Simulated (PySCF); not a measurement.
Precursor series Hf OH-H. Gas-phase values, no solvent. One relaxed conformer stands for each flexible species; it need not be the lowest.

Computed with B3LYP-D3(BJ)/def2-TZVP // r2SCAN-D4/def2-SVP (PySCF). B3LYP has the VWN-RPA correlation part, as in Gaussian. 

```csv
species,LUMO (eV),mean distance from the central atom to its bonded neighbours (Å)
0 of 4 OH replaced by H ([Hf(OH)4]),-0.21,1.936
2 of 4 OH replaced by H,…,1.890
3 of 4 OH replaced by H ([Hf(OH)(H)3]),-1.68,1.868
4 of 4 OH replaced by H ([Hf(H)4]),…,1.847
```

Task: Complete the blanks.

Result: 
- 2 of 4 OH replaced by H, LUMO (eV): -1.26
- 4 of 4 OH replaced by H ([Hf(H)4]), LUMO (eV): -2.34
